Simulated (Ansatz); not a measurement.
Two isomers of C3H10OSi: A = `COC[SiH2]C`, B = `C[SiH](C)CO`.

Computed with Ansatz on PBE0-D4/def2-TZVP structures; ΔE is electronic, products minus reactants. CBS: MP2 limit from def2 TZ/QZ plus the TZ coupled-cluster correction, frozen cores. Functionals use def2-TZVPP. B3LYP here is the variant with VWN-RPA as its local correlation; programs differ in this. One conformer a species, not always the lowest.

A:

```xyz
15

C    -0.833    1.846   -0.721
O    -1.373    0.787    0.018
C    -1.047   -0.483   -0.514
Si    0.750   -1.031   -0.214
C     1.196   -0.807    1.586
H    -1.164    2.773   -0.253
H     0.266    1.828   -0.731
H    -1.183    1.827   -1.763
H    -1.298   -0.533   -1.585
H    -1.701   -1.202   -0.009
H     0.836   -2.463   -0.621
H     1.703   -0.270   -1.073
H     0.549   -1.415    2.223
H     2.232   -1.093    1.778
H     1.067    0.237    1.879
```

B:

```xyz
15

C    -1.368   -1.062    0.154
Si   -0.275    0.462    0.122
C     0.613    0.685    1.756
C     0.992    0.280   -1.274
O     0.407   -0.013   -2.539
H    -2.107   -0.990    0.956
H    -0.781   -1.969    0.325
H    -1.921   -1.182   -0.782
H    -1.127    1.654   -0.154
H     1.257    1.568    1.737
H     1.237   -0.182    1.986
H    -0.100    0.812    2.574
H     1.532    1.223   -1.402
H     1.753   -0.470   -1.006
H    -0.111   -0.816   -2.453
```

Q: Which is lower in electronic energy at CCSD(T)/CBS, and by how much? (Best estimate.)

A: Ansatz gave: B, by 84.6 kJ/mol.

Q: Give E(B) − E(A) in kJ/mol with B3LYP, PBE-D4, B3LYP-D4, PBE0-D4, MP2/def2-TZVPP, HF/def2-TZVPP, B2PLYP. (Estimate.)

A: Computed: B3LYP -76.4, PBE-D4 -80.0, B3LYP-D4 -76.5, PBE0-D4 -82.1, MP2/def2-TZVPP -86.4, HF/def2-TZVPP -70.6, B2PLYP -79.4. None reverses the order clearly.

Largest T1 diagnostic: 0.011.

In def2-TZVPP, CCSD(T) changes the Hartree–Fock value by −10.0 kJ/mol (the triples alone add −0.3 kJ/mol) and MP2 by −15.8 kJ/mol.
